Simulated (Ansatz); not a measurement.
CH5BS2, SMILES `CSBS`, relaxed with RKS PBE0-D4/def2-TZVP in Ansatz 0.2.0 from a PBE-D4/def2-SVP geometry. The force threshold is 0.005 eV/Å; the program also tests the step.

The species carries charge 0 and has multiplicity 1.

Start:

```xyz
9

C     0.735    1.503   -0.081
S     0.878   -0.311    0.159
B    -0.800   -0.898   -0.036
S    -1.251   -2.628    0.172
H     1.744    1.885   -0.322
H     0.375    1.985    0.847
H     0.046    1.732   -0.915
H    -1.707   -0.147   -0.328
H    -0.020   -3.120    0.503
```

How much energy does the relaxation release, and in how many steps? (Estimate.)

Ansatz gave: 0.87 kcal/mol, in 24 steps, 3 of them rejected.

Which bonds change most? (Best estimate.)

The calculation gave: C1–S2 from 1.835 to 1.811 Å; B3–H8 from 1.213 to 1.193 Å; S4–H9 from 1.366 to 1.346 Å; C1–H6 from 1.106 to 1.088 Å.

Give the relaxed structure. (Best estimate.)

Ansatz gave: 
```xyz
9

C     0.727    1.479   -0.129
S     0.885   -0.312    0.083
B    -0.798   -0.872    0.056
S    -1.245   -2.594    0.228
H     1.734    1.894   -0.116
H     0.151    1.911    0.688
H     0.256    1.711   -1.083
H    -1.700   -0.104   -0.079
H    -0.010   -3.113    0.351
```
